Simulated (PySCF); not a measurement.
# Spin-rotation constants: SMILES C=C(CO)OCCC, C6H12O2

Geometry:
| atom | x (Å) | y (Å) | z (Å) |
| --- | --- | --- | --- |
| C1 | -1.682 | -1.665 | 0.529 |
| C2 | -1.624 | -0.451 | 0.002 |
| C3 | -2.841 | 0.331 | -0.439 |
| O4 | -2.897 | 1.605 | 0.154 |
| O5 | -0.500 | 0.287 | -0.232 |
| C6 | 0.749 | -0.259 | 0.140 |
| C7 | 1.834 | 0.753 | -0.209 |
| C8 | 3.217 | 0.235 | 0.161 |
| H9 | -0.814 | -2.222 | 0.832 |
| H10 | -2.632 | -2.144 | 0.670 |
| H11 | -2.817 | 0.426 | -1.537 |
| H12 | -3.754 | -0.190 | -0.151 |
| H13 | -2.027 | 2.009 | 0.047 |
| H14 | 0.919 | -1.200 | -0.400 |
| H15 | 0.756 | -0.470 | 1.218 |
| H16 | 1.629 | 1.685 | 0.321 |
| H17 | 1.786 | 0.960 | -1.280 |
| H18 | 3.976 | 0.969 | -0.098 |
| H19 | 3.279 | 0.040 | 1.230 |
| H20 | 3.437 | -0.688 | -0.370 |

Method: GIAO revPBE/pcSseg-0 magnetisability, rotational g tensor and spin-rotation constants, non-relativistic, gas phase (PySCF 2.14.0). Geometry: GFN2-xTB.

Task: Give the nuclear spin-rotation constants along the inertial axes (H = +C I·J) beside the isotropic shieldings.

Result: Rotational constants 4.1210, 0.9355, 0.7956 GHz. A star marks the isotopologue with that one atom substituted, in its own axes.
```
atom  isotope  Caa (kHz)  Cbb (kHz)  Ccc (kHz)  mean (kHz)  σ (ppm)
  H9       1H      0.030     -0.059     -0.103      -0.044     29.4
 H10       1H      0.077     -0.062     -0.106      -0.030     29.2
 H11       1H     -0.400     -0.093      0.030      -0.154     28.2
 H12       1H      0.083     -0.074     -0.090      -0.027     28.9
 H13       1H     -0.209     -0.089     -0.111      -0.136     33.0
 H14       1H     -0.434     -0.020     -0.048      -0.167     29.4
 H15       1H     -0.455     -0.091      0.018      -0.176     29.4
 H16       1H     -0.478     -0.031     -0.053      -0.188     31.3
 H17       1H     -0.496     -0.095      0.005      -0.196     31.3
 H18       1H     -0.236     -0.047     -0.096      -0.126     31.9
 H19       1H     -0.497     -0.104     -0.002      -0.201     32.2
 H20       1H     -0.472     -0.044     -0.058      -0.192     32.2
  C1     13C*      1.440      0.222      0.104       0.589    102.7
  C2     13C*      2.176      0.319      0.179       0.891     21.4
  C3     13C*      0.990      0.182      0.178       0.450    115.9
  O4     17O*     -0.117     -0.100     -0.064      -0.094    307.6
  O5     17O*     -0.908     -0.175     -0.070      -0.384    194.6
  C6     13C*      0.744      0.223      0.195       0.387    115.1
  C7     13C*      0.591      0.134      0.129       0.284    162.7
  C8     13C*      0.502      0.119      0.103       0.241    177.5
```
For the geometry as given, no vibrational averaging.
